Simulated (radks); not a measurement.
Fractional charge and spin in the 2s shell of neon: the spin-up occupation runs from 0 to 1 and the spin-down occupation from 0 to 1; the fullest corner is Ne2+, [He] 2p(up 2, down 2) 2s(up 1, down 1). Calculated with a radial shooting solver on a logarithmic mesh with Libxc functionals: scalar-relativistic Kohn-Sham, PBE, spin-polarised, spherical densities, finite nucleus; Fermi nuclear charge, rms radius of each element as measured or else 0.836 A^(1/3) + 0.57 fm. Energy (eV) minus the two flat planes that join the four corners (they meet along the diagonal where the two added fractions sum to one electron); zero is where a piecewise linear energy would lie.

| down \ up | 0 | 0.25 | 0.5 | 0.75 | 1 |
|---|---|---|---|---|---|
| 0 | 0.000 | -2.339 | -3.113 | -2.329 | 0.000 |
| 0.25 | -2.339 | -2.905 | -1.932 | 0.570 | -2.163 |
| 0.5 | -3.113 | -1.932 | 0.759 | -1.801 | -2.875 |
| 0.75 | -2.329 | 0.570 | -1.801 | -2.702 | -2.149 |
| 1 | 0.000 | -2.163 | -2.875 | -2.149 | 0.000 |

Corners above the fullest one (they belong to Ne3+ and the next ion): (up 1, down 0) 89.542 eV, (up 0, down 1) 89.542 eV, (up 0, down 0) 206.08 eV. With half an added electron in each spin the energy lies 0.759 eV from the planes, and with half an added electron in spin up alone -3.113 eV. The planes are only a guide here: the flat-plane condition holds for ground states with one frontier orbital, while this shell lies below other occupied shells, so the corners above the fullest one are inner-hole states and not the ground states of those ions.
